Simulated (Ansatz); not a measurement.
System: AlO, charge 0, doublet. AlO (SMILES [O]=[Al], doublet).
B3LYP-D3(BJ)/def2-TZVP minimum from Ansatz (a program for electronic structure):
```
Al
O 1 1.6274
```
Charge 0, spin multiplicity 2.

Total energies in hartree (Ansatz). Open shells are spin-unrestricted; no spin-orbit coupling. Correlated methods leave the cores frozen. No relativity. For partners of very few electrons the exact lower level stands in for a higher one. The UHF reference of AlO ([O]=[Al], doublet) is spin-contaminated (<S^2> up to 0.06 over the pure value in the sets run). The determinant of AlO ([O]=[Al], doublet) is a saddle point of the SCF energy; a lower one exists, which strains HF and MP2.

```tsv
species	HF/cc-pV(T+d)Z	CCSD(T)/cc-pV(T+d)Z	HF/cc-pV(Q+d)Z	CCSD(T)/cc-pV(Q+d)Z	CCSDT(Q)/cc-pV(Q+d)Z
1: AlO (SMILES [O]=[Al], doublet)	-316.77866	-317.08518	-316.78751	-317.11467	-317.12026
2: Al (doublet)	-241.87908	-241.93131	-241.88044	-241.93374	-241.93420
3: O (triplet)	-74.81176	-74.97396	-74.81729	-74.99357	-74.99396
```

### Question
Work out the atomisation energy (electronic, to ground-state atoms) in kcal/mol: take Hartree-Fock from cc-pV(Q+d)Z, extrapolate the CCSD(T) correlation energy as X^-3 (X = 3, 4), and add CCSDT(Q) - CCSD(T) in cc-pV(Q+d)Z. 1 hartree = 627.51 kcal/mol.

### Answer

Species 1: correlation (64·(-0.32716) - 27·(-0.30652))/37 = -0.34222; step -0.00559; E1 = -316.78751 + (-0.34222) + (-0.00559) = -317.13532
Species 2: correlation (64·(-0.05330) - 27·(-0.05223))/37 = -0.05408; step -0.00046; E2 = -241.88044 + (-0.05408) + (-0.00046) = -241.93498
Species 3: correlation (64·(-0.17628) - 27·(-0.16220))/37 = -0.18655; step -0.00039; E3 = -74.81729 + (-0.18655) + (-0.00039) = -75.00423
-1·E1 +1·E2 +1·E3 = 0.19611 hartree = 123.1 kcal/mol.
